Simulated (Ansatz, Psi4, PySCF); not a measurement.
C3H8N (SMILES C[C](C)N), doublet, geometry from GFN2-xTB. Base run: PySCF with R2SCAN/def2-SVPD.

PySCF was given this input:
```python
from pyscf import gto, scf, dft

mol = gto.Mole()
mol.atom = '''
    C    -1.19900215   -0.83639300    0.12677471
    C     0.01387559    0.02593350    0.15918196
    C     1.35357790   -0.54836869   -0.14265299
    N    -0.15604386    1.41099659    0.03001501
    H    -1.00348330   -1.78518800    0.62292084
    H    -1.52305459   -1.06507776   -0.90040408
    H    -2.03019307   -0.34664268    0.63260756
    H     1.47859716   -1.50511862    0.36093446
    H     2.14235413    0.12417312    0.19219051
    H     1.50113967   -0.72383813   -1.21961119
    H     0.58823510    1.88250990   -0.46690228
    H    -1.07199613    1.69517515   -0.29166300
'''
mol.basis = 'def2-svpd'
mol.spin = 1
mol.verbose = 4
mol.build()

mf = dft.UKS(mol)
mf.xc = 'r2scan'
mf.kernel()
```

The same geometry, method and basis name were run in Ansatz (a quantum-chemistry and plane-wave program) and Psi4 and PySCF, at each program's defaults and at the settings that a row names. The base is PySCF at its defaults. Differences at the defaults can come from grids, fitting, cores and function types together.

| code and settings | ΔE vs base (µEh) | basis functions | E (Eh) | SCF cycles | dipole (D) |
|---|---|---|---|---|---|
| PySCF, defaults (exact integrals, its default grid, spherical functions) | 0.0 | 144 | -173.61351 | 11 | 1.15 |
| Psi4, defaults (density fitting with its default set, its default grid, spherical functions) | -102 | 144 | -173.61361 | 10 | 1.15 |
| Ansatz, defaults (factorised integrals, its default grid, spherical functions) | 6.7 | 144 | -173.61350 | - | - |
| PySCF, density fitting with def2-universal-jkfit | -89.4 | 144 | -173.61360 | 11 | 1.15 |
| PySCF, fine grid | 3.1 | 144 | -173.61351 | 11 | 1.15 |
| Psi4, exact integrals, spherical functions, fine grid | 3.5 | 144 | -173.61351 | 14 | 1.15 |
| Ansatz, high accuracy | 9.3 | 144 | -173.61350 | - | - |

Open shells are given as the SCF converged; they aren't shown to be the lowest states, and a large step between rows can be another state.
